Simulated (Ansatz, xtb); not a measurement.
**Isomers of C6H4FN in order of energy**

5 gas-phase structures of C6H4FN, from a drawn sample of its isomers (lower ones may exist). Each was relaxed with GFN2-xTB:

A. `N#CC1=CC(F)=CC1`, a singlet
B. `N#C[C@@H]1C=CC(F)=C1`, a singlet
C. `C#CC1=NCC(F)=C1`, a singlet
D. `N#CC1=C[C@H](F)C=C1`, a singlet
E. `N#CC1=CCC=C1F`, a singlet

Estimate their order in r2SCAN-D4/def2-SVP//GFN2-xTB energy at these geometries, lowest first.

Calculated order at r2SCAN-D4/def2-SVP//GFN2-xTB: A (0.0), E (2.9), B (9.8), D (11.8), C (37.5) kcal/mol.

Energies above the lowest of each column, in kcal/mol; the last columns are at r2SCAN-D4/def2-SVP geometries and were run for some of them only (a dash: not run or not comparable):

```json
{"structure": "A", "GFN2-xTB": "0.0", "HF/STO-3G": "0.0", "r2SCAN-D4/def2-SVP//GFN2-xTB": "0.0", "r2SCAN-D4/def2-SVP": "0.0", "CCSD(T)/def2-SVP + ΔMP2/def2-TZVPP": "0.0"}
{"structure": "E", "GFN2-xTB": "2.9", "HF/STO-3G": "0.5", "r2SCAN-D4/def2-SVP//GFN2-xTB": "2.9", "r2SCAN-D4/def2-SVP": "2.8", "CCSD(T)/def2-SVP + ΔMP2/def2-TZVPP": "2.1"}
{"structure": "B", "GFN2-xTB": "6.4", "HF/STO-3G": "7.0", "r2SCAN-D4/def2-SVP//GFN2-xTB": "9.8", "r2SCAN-D4/def2-SVP": "9.3", "CCSD(T)/def2-SVP + ΔMP2/def2-TZVPP": "5.3"}
{"structure": "D", "GFN2-xTB": "10.4", "HF/STO-3G": "10.1", "r2SCAN-D4/def2-SVP//GFN2-xTB": "11.8", "r2SCAN-D4/def2-SVP": "11.6", "CCSD(T)/def2-SVP + ΔMP2/def2-TZVPP": "6.8"}
{"structure": "C", "GFN2-xTB": "19.1", "HF/STO-3G": "43.2", "r2SCAN-D4/def2-SVP//GFN2-xTB": "37.5", "r2SCAN-D4/def2-SVP": "–", "CCSD(T)/def2-SVP + ΔMP2/def2-TZVPP": "–"}
```

Every level run on A puts it lowest or level with the lowest. Frequencies (GFN2-xTB) were run for A, B, D, E alone. ΔMP2 is the change of the MP2 energy from the smaller to the larger basis.

Over these structures GFN2-xTB departs from r2SCAN-D4/def2-SVP//GFN2-xTB by 5.5 kcal/mol on average once a common shift is removed. A GFN2-xTB relaxation took about 0.063 s and the r2SCAN-D4/def2-SVP//GFN2-xTB energy about 1.6 s on a shared host (Ansatz 0.2.0, xtb 6.7.1).
